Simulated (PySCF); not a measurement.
SMILES [SiH2](c1ccco1)c1ccco1, singlet, GFN2-xTB optimised geometry.

```
19

C     -0.78    -2.35     0.00
C      0.58    -2.35     0.00
O      1.05    -1.10     0.00
C     -0.01    -0.26     0.00
Si     0.32     1.58     0.04
C      1.72     1.93    -1.16
C      2.44     1.15    -2.03
C      3.36     2.00    -2.67
C      3.14     3.24    -2.16
O      2.16     3.21    -1.25
C     -1.16    -0.99     0.00
H     -1.43    -3.21     0.00
H      1.29    -3.15     0.00
H      0.72     2.01     1.39
H     -0.90     2.28    -0.36
H      2.31     0.10    -2.18
H      4.09     1.73    -3.41
H      3.61     4.19    -2.35
H     -2.16    -0.60     0.00
```

Density from PBE0/def2-SVP run with PySCF at that geometry.

Minimum of the electron density along straight lines between bonded atoms, close to the bond critical point (lines longer than 1.1 times the sum of covalent radii, or with two minima, are not listed):

```csv
bond,length / Å,ρ at the minimum / e bohr⁻³,∇²ρ there / e bohr⁻⁵,position (fraction from the first atom)
C1–C2,1.362,0.326,-0.83,0.48
C2–O3,1.338,0.294,0.07,0.33
O3–C4,1.356,0.279,0.09,0.67
C4–Si5,1.873,0.113,0.38,0.62
Si5–C6,1.872,0.114,0.38,0.38
C6–C7,1.370,0.321,-0.81,0.51
C7–C8,1.412,0.293,-0.70,0.50
C8–C9,1.362,0.326,-0.83,0.48
C6–O10,1.357,0.278,0.08,0.33
C9–O10,1.339,0.293,0.06,0.33
C1–C11,1.412,0.293,-0.70,0.50
C4–C11,1.369,0.322,-0.81,0.51
C1–H12,1.071,0.285,-1.11,0.64
C2–H13,1.073,0.291,-1.17,0.65
Si5–H14,1.469,0.117,0.31,0.49
Si5–H15,1.467,0.117,0.32,0.49
C7–H16,1.071,0.287,-1.12,0.64
C8–H17,1.071,0.285,-1.10,0.63
C9–H18,1.073,0.291,-1.17,0.65
C11–H19,1.071,0.286,-1.11,0.64
```
